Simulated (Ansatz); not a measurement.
## Redistribution: C3H6 + C2H4ClI → C2H3I + C3H7Cl

Species: C3H6 (propene) `C=CC`, singlet; C2H4ClI `CC(Cl)I`, singlet; C2H3I (vinyl iodide) `C=CI`, singlet; C3H7Cl (2-chloropropane) `CC(C)Cl`, singlet. The partners trade CH3 for I; both sit on C, so the bond types are kept.

Shapes, held fixed at every level: PBE0-D4/def2-TZVP. Programs: Ansatz 0.2.0. The zero-point and thermal change to 298 K, harmonic and unscaled (PBE0-D4/def2-TZVP), is +0.2 kJ/mol.

Q: Estimate ΔH(298 K) of this reaction.

A: The highest level, CCSD(T)/def2-TZVPP, gives ΔH(298 K) = -12.2 kJ/mol; the levels span -14.4 to -9.1. The column of differences is taken from that level and isn't an error. No measured value is set beside it here. For atoms past krypton def2 sets carry core potentials with scalar relativity. Outer-core shells of I are correlated in most correlated rows, in sets that cover them unevenly.

| level | kind | ΔH(298 K) (kJ/mol) | less CCSD(T)/def2-TZVPP |
| --- | --- | --- | --- |
| HF/def2-TZVPP | Hartree–Fock | -14.4 | -2.2 |
| r2SCAN-D4/def2-TZVPP | meta-GGA | -10.4 | +1.8 |
| BHLYP-D4/def2-TZVPP | global hybrid | -9.4 | +2.8 |
| PBE0-D4/def2-TZVPP | global hybrid | -9.1 | +3.1 |
| wB97X-V/def2-TZVPP | range-separated hybrid | -11.5 | +0.7 |
| MP2/def2-SVP | perturbation theory | -11.2 | +1.0 |
| MP2/def2-TZVPP | perturbation theory | -10.0 | +2.2 |
| CCSD(T)/def2-TZVPP | coupled cluster or CI | -12.2 | 0.0 |
